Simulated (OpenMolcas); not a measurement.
**Lines of Ni⁶⁺: computed and rescaled rates**

- Program: OpenMolcas 26.06
- Method: MS-CASPT2, IPEA 0.25 Eh, imaginary shift 0.1 Eh (closed shells correlated: 3s 3p)
- Basis: ANO-RCC-VQZP [7s6p4d3f2g1h]
- Scalar Hamiltonian: DKH2, point nucleus
- Active space: 4 electrons in 5 orbitals (3d)
- State averaging: 2S+1 = 5 even, 5 roots; 2S+1 = 3 even, 45 roots; 2S+1 = 1 even, 50 roots
- Spin-orbit coupling: state interaction with AMFI integrals over the reference wave functions, term energies averaged over their components

Rates come from the transition moments of the reference wave functions (E1 and E2 in the length form). At fixed line strength A goes as λ^-3 for E1 and M1 and as λ^-5 for E2, so a rate at the computed wavelength can be rescaled to the measured one. Measured vacuum wavelengths follow from level energies in Corliss and Sugar, J. Phys. Chem. Ref. Data 10, 197 (1981). Branching counts decays inside the model space alone, at computed energies, and the table is only a selection of the M1 lines, drawn from those between levels with measured partners whose computed energy lies within a factor of 1.5 of the measured one.

```tsv
Upper	Lower	Type	λ computed (nm)	λ measured (nm)	A computed (s-1)	A rescaled (s-1)	Branching %
3d⁴ ³P₀(1)	3d⁴ ⁵D₁	M1	331.4	335.6	6.46e+00		100.0
3d⁴ ³P₁(1)	3d⁴ ⁵D₂	M1	319.3	322.2	4.98e+00		88.9
3d⁴ ³F₄(1)	3d⁴ ⁵D₄	M1	306.6	310.7	3.41e+00		80.9
3d⁴ ³P₂(1)	3d⁴ ⁵D₃	M1	300.4	302.7	3.36e+00		89.8
3d⁴ ³F₃(1)	3d⁴ ⁵D₃	M1	300.7	304.9	2.03e+00		65.1
3d⁴ ³F₂(1)	3d⁴ ⁵D₂	M1	294.9	299	9.13e-01		58.6
3d⁴ ³F₃(1)	3d⁴ ⁵D₂	M1	294.1	298.4	7.97e-01		25.6
3d⁴ ³F₂(1)	3d⁴ ⁵D₁	M1	290.3	294.4	5.23e-01		33.6
3d⁴ ³G₅	3d⁴ ³H₅	M1	1384	1437	2.17e-01		35.6
3d⁴ ³G₄	3d⁴ ⁵D₄	M1	270.6	275.1	2.08e-01		39.3
3d⁴ ³G₅	3d⁴ ³H₆	M1	1526	1570	1.95e-01		32.0
3d⁴ ³G₅	3d⁴ ³F₄(1)	M1	2055	2141	1.87e-01		30.7
3d⁴ ³G₃	3d⁴ ³F₃(1)	M1	2526	2602	1.72e-01		23.9
3d⁴ ³G₃	3d⁴ ³H₄	M1	1497	1541	1.60e-01		22.2
3d⁴ ³G₃	3d⁴ ⁵D₃	M1	268.7	272.9	1.56e-01		21.7
3d⁴ ³G₃	3d⁴ ³F₂(1)	M1	2466	2556	1.43e-01		19.8
3d⁴ ³G₄	3d⁴ ³F₄(1)	M1	2310	2398	1.23e-01		23.2
3d⁴ ³G₄	3d⁴ ³H₄	M1	1362	1414	1.14e-01		21.6
3d⁴ ³H₄	3d⁴ ⁵D₄	M1	337.7	341.5	5.25e-02		83.4
3d⁴ ⁵D₄	3d⁴ ⁵D₃	M1	10840	11470	2.12e-02	1.79e-02	100.0
3d⁴ ⁵D₃	3d⁴ ⁵D₂	M1	13350	13970	1.95e-02	1.70e-02	100.0
3d⁴ ⁵D₂	3d⁴ ⁵D₁	M1	18620	19050	8.78e-03	8.20e-03	100.0
3d⁴ ³H₅	3d⁴ ³H₄	M1	15390	16290	7.09e-03	5.98e-03	97.5
3d⁴ ³H₆	3d⁴ ³H₅	M1	14800	16920	6.75e-03	4.52e-03	99.4
3d⁴ ⁵D₁	3d⁴ ⁵D₀	M1	35260	35840	1.23e-03	1.17e-03	100.0
```

Spin-changing lines and M1 lines between different terms are not rescaled, since their strength hangs on the term gaps too.

The largest correction is for 3d⁴ ³H₆ → 3d⁴ ³H₅ (M1): 6.75e-03 × (14800 / 16920)^3 = 4.52e-03 s-1, a factor of 0.67.

The computed rate and branching of 3d⁴ ⁵D₁ → 3d⁴ ⁵D₀ give the upper level a radiative lifetime of 1.000 / 1.23e-03 s-1 = 8.13e+02 s, counting decays inside the model space alone. The rescaled rate gives about 8.5e+02 s.

These are rates of the free ion; in crystals, glasses and complexes forced electric-dipole and non-radiative decay shorten such lifetimes by orders of magnitude. No measured rate stands beside these. Rescaling mends the energy factor alone: line strengths can still be far off where a level mixes with configurations outside the active space, and weak or spin-changing lines hang on small mixing coefficients that depend on the term gaps too, so rescaling need not improve them.

CASPT2 does not keep the components of a term degenerate, so their means are used; among the terms shown or strongly mixed into the levels shown the widest spread is 250 cm-1 (3d⁴ ³H). Measured partners are found by configuration, term and J. A level has none where our copy of the source lacks it or the pairing is in doubt (some pairs that miss far off the trend of their configuration count as doubtful). Levels of configurations outside the active space are missing.

A number in round brackets counts repeated terms of one configuration in the order of the reference energies.
